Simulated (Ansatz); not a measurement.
Geometry optimisation, DFT PBE, scalar-relativistic, plane waves, PAW in Ansatz.

input.yaml

```yaml
crystal:
  lattice:
    - [7.67918, 0.0, 0.0]
    - [0.0, 7.67918, 0.0]
    - [0.0, 0.0, 20.554362]
  atoms:
    - { symbol: H, position: [0.409392, 0.0, 0.0486515] }
    - { symbol: H, position: [0.090608, 0.0, 0.0486515] }
    - { symbol: H, position: [0.909392, 0.0, 0.0486515] }
    - { symbol: H, position: [0.590608, 0.0, 0.0486515] }
    - { symbol: H, position: [0.409392, 0.5, 0.0486515] }
    - { symbol: H, position: [0.090608, 0.5, 0.0486515] }
    - { symbol: H, position: [0.909392, 0.5, 0.0486515] }
    - { symbol: H, position: [0.590608, 0.5, 0.0486515] }
    - { symbol: Si, position: [0.25, 0.0, 0.0907593] }
    - { symbol: Si, position: [0.75, 0.0, 0.0907593] }
    - { symbol: Si, position: [0.25, 0.5, 0.0907593] }
    - { symbol: Si, position: [0.75, 0.5, 0.0907593] }
    - { symbol: Si, position: [0.25, 0.25, 0.1568037] }
    - { symbol: Si, position: [0.75, 0.25, 0.1568037] }
    - { symbol: Si, position: [0.25, 0.75, 0.1568037] }
    - { symbol: Si, position: [0.75, 0.75, 0.1568037] }
    - { symbol: Si, position: [0.0, 0.25, 0.2228481] }
    - { symbol: Si, position: [0.5, 0.25, 0.2228481] }
    - { symbol: Si, position: [0.0, 0.75, 0.2228481] }
    - { symbol: Si, position: [0.5, 0.75, 0.2228481] }
    - { symbol: Si, position: [0.0, 0.0, 0.2888925] }
    - { symbol: Si, position: [0.5, 0.0, 0.2888925] }
    - { symbol: Si, position: [0.0, 0.5, 0.2888925] }
    - { symbol: Si, position: [0.5, 0.5, 0.2888925] }
    - { symbol: Si, position: [0.25, 0.0969069, 0.3500717] }
    - { symbol: Si, position: [0.75, 0.0969069, 0.3500717] }
    - { symbol: Si, position: [0.25, 0.4030931, 0.3500717] }
    - { symbol: Si, position: [0.75, 0.4030931, 0.3500717] }
    - { symbol: H, position: [0.75, 0.0310198, 0.4161823] }
    - { symbol: H, position: [0.25, 0.4689802, 0.4161823] }
    - { symbol: H, position: [0.75, 0.4689802, 0.4161823] }
    - { symbol: Cl, position: [0.5014652, 0.7404498, 0.4551035], spin: 1.0 }
    - { symbol: Cl, position: [0.2533003, 0.8194784, 0.4575361] }
magnetization:
  spin_polarized: true
basis:
  ecutwfc: 420.0
kpoints:
  mp_grid: { grid: [2, 2, 1] }
hamiltonian:
  xc: pbe
  pseudopotentials: { kind: paw, azcp: { folder: soft_1 } }
scf:
  occupations: { method: gaussian, width: 0.02 }
  lower_state_search: "off"
relax:
  f_tol: 0.03
  max_steps: 60
  adjacent_minimum: "off"
  constraints: [{ sites: [0, 1, 2, 3, 4, 5, 6, 7, 8, 9, 10, 11] }]
```

Launched with:

```bash
$ ansatz run input.yaml --threads 4 --pin off --max-ram 10240MiB --backend cpu --events-out ev --progress --plain --runs-dir out
```

Task: Where does it end, and by what steps?

Result: The forces met the threshold. The force dipped under the threshold on the way, but the program's further checks kept it going. Limits of this set-up: coarse k mesh, thin slab, slab without dipole correction, no dispersion correction for a molecule that may bind weakly, a typed lattice constant that wasn't relaxed here. After 24 steps the energy has fallen by 3.539 eV; Cl33 moved furthest, 1.55 Å. Parted: Cl32–Cl33 (2.00 → 3.37 Å). Joined: Si24–Cl32 (3.88 → 2.21 Å), Si25–Cl33 (3.07 → 2.09 Å).

| step | energy less start (eV) | largest force component (eV/Å) | accepted |
| --- | --- | --- | --- |
| 0 | 0.0000 | 1.444 | yes |
| 1 | -0.5636 | 0.707 | yes |
| 2 | -0.7883 | 1.023 | yes |
| 3 | -1.1176 | 1.487 | yes |
| 4 | -1.5750 | 1.579 | yes |
| 5 | -1.9891 | 1.308 | yes |
| 6 | -2.3490 | 0.556 | yes |
| 7 | -2.4977 | 0.376 | yes |
| 8 | -2.5698 | 0.434 | yes |
| 9 | -2.6396 | 0.314 | yes |
| 10 | -2.6964 | 0.223 | yes |
| 11 | -2.7508 | 0.262 | yes |
| 12 | -2.8001 | 0.302 | yes |
| 13 | -2.9128 | 0.462 | yes |
| 14 | -3.0609 | 0.545 | yes |
| 15 | -3.1916 | 0.514 | yes |
| 16 | -3.3361 | 0.488 | yes |
| 17 | -3.4576 | 0.464 | yes |
| 18 | -3.3478 | 1.112 | no |
| 19 | -3.5085 | 0.225 | yes |
| 20 | -3.5323 | 0.101 | yes |
| 21 | -3.5370 | 0.070 | yes |
| 22 | -3.5371 | 0.073 | yes |
| 23 | -3.5388 | 0.024 | yes |
| 24 | -3.5388 | 0.024 | yes |

```xyz
33
Lattice="7.6792 0.0000 0.0000 0.0000 7.6792 0.0000 0.0000 0.0000 20.5544" Properties=species:S:1:pos:R:3
H 3.144 0.000 1.000
H 0.696 0.000 1.000
H 6.983 0.000 1.000
H 4.535 0.000 1.000
H 3.144 3.840 1.000
H 0.696 3.840 1.000
H 6.983 3.840 1.000
H 4.535 3.840 1.000
Si 1.920 0.000 1.865
Si 5.759 0.000 1.865
Si 1.920 3.840 1.865
Si 5.759 3.840 1.865
Si 1.933 1.928 3.183
Si 5.741 1.927 3.188
Si 1.919 5.754 3.277
Si 5.764 5.756 3.275
Si 0.001 1.897 4.475
Si 3.833 1.936 4.536
Si 0.001 5.734 4.682
Si 3.843 5.747 4.674
Si -0.008 0.059 5.940
Si 3.841 0.106 6.043
Si 0.007 3.718 5.935
Si 3.871 4.033 6.460
Si 1.870 0.716 7.194
Si 5.797 0.672 7.212
Si 1.854 3.101 7.245
Si 5.862 3.050 7.259
H 5.834 0.144 8.610
H 1.640 3.522 8.667
H 6.074 3.493 8.675
Cl 3.937 5.547 8.074
Cl 1.701 7.806 9.195
```

Whether the end is a true minimum wasn't checked by a vibrational analysis.

Time of the run: 7.8 min on 4 threads of Arm Neoverse V2 (shared host), peak memory 3.2 GiB.
